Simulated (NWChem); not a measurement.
# ZrH$_{3}$Cl; SMILES [Cl][ZrH3]

def2 effective core potentials on Zr; no spin-orbit coupling.

Q: Give the equilibrium geometry at PBE0/def2-SVP with def2 effective core potentials on Zr (NWChem) as a list of bonds and angles, with the point group.

A: point group C3v; any orientation.
Bonds (Å): Zr1–Cl2 2.319, Zr1–H3 1.841, Zr1–H4 1.841, Zr1–H5 1.841. Bond angles (°): Cl2–Zr1–H3 108.9, Cl2–Zr1–H4 108.9, Cl2–Zr1–H5 108.9, H3–Zr1–H4 110.0, H3–Zr1–H5 110.0, H4–Zr1–H5 110.0.
